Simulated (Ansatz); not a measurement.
Born–Oppenheimer molecular dynamics of CH₅Cl₂InO (10 atoms, charge 0, multiplicity 1). It starts at the highest image of a converged band, a first-order saddle point between two minima.

Computed with RKS CAM-B3LYP/def2-SVP in Ansatz 0.2.0.

```json
{
 "ensemble": "NVE (velocity Verlet)",
 "time step": "0.5 fs",
 "steps asked": "200",
 "starting velocities drawn for": "100 K",
 "seed": "4634"
}
```

First frame:

```xyz
10
Properties=species:S:1:pos:R:3
In -0.821 -0.119 -0.913
C 0.679 -0.654 0.862
Cl -0.295 -1.208 -2.902
Cl -3.042 0.031 -0.204
H 0.611 0.642 0.361
O 0.340 1.590 -0.449
H 1.290 -1.411 0.348
H 1.347 -0.171 1.597
H -0.097 -1.146 1.469
H -0.012 2.447 -0.169
```

(1) How far do the bonds stretch over the last three quarters of this one trajectory? (Pairs bonded in most of those frames.)

## Answers

(1) 
| bond | mean (Å) | spread (Å) | shortest | longest |
| --- | --- | --- | --- | --- |
| In1–C2 | 2.166 | 0.079 | 2.04 | 2.28 |
| In1–Cl3 | 2.377 | 0.023 | 2.33 | 2.41 |
| In1–Cl4 | 2.371 | 0.010 | 2.35 | 2.38 |
| C2–H7 | 1.099 | 0.015 | 1.08 | 1.12 |
| C2–H8 | 1.101 | 0.007 | 1.09 | 1.12 |
| C2–H9 | 1.105 | 0.014 | 1.08 | 1.13 |
| H5–O6 | 0.970 | 0.026 | 0.93 | 1.01 |
| O6–H10 | 0.968 | 0.008 | 0.95 | 0.99 |

Mean temperature of the second half: 790 K. The conserved energy stayed within 0.11 meV per atom of its start (net change -0.0048 meV per atom), so the integration is sound. The kinetic energy rose, since the run started high on the potential surface and went downhill. It ends in pieces (CH3Cl2In + H2O), so much of that is their flight and rotation, not heat. A run of 0.1 ps of so small a system gives no equilibrium averages. The orbitals stay closed-shell, which can raise the energy where a bond breaks towards radicals; this wasn't checked here.

Time of the run: 13 min on 4 threads of Arm Neoverse N1, on a shared host, peak memory 0.37 GiB.
